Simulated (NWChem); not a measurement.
Molecule: GaHBrF; SMILES [F][GaH][Br]

Computed with NWChem. Geometry: optimised at PBE0/def2-SVP.

Question: Predict the results for BHandHLYP/def2-SVP. Quantities: highest occupied level (eV); orbital gap (eV); dipole (D).

Answer: highest occupied level (eV): -9.79
orbital gap (eV): 9.01
dipole (D): 2.10
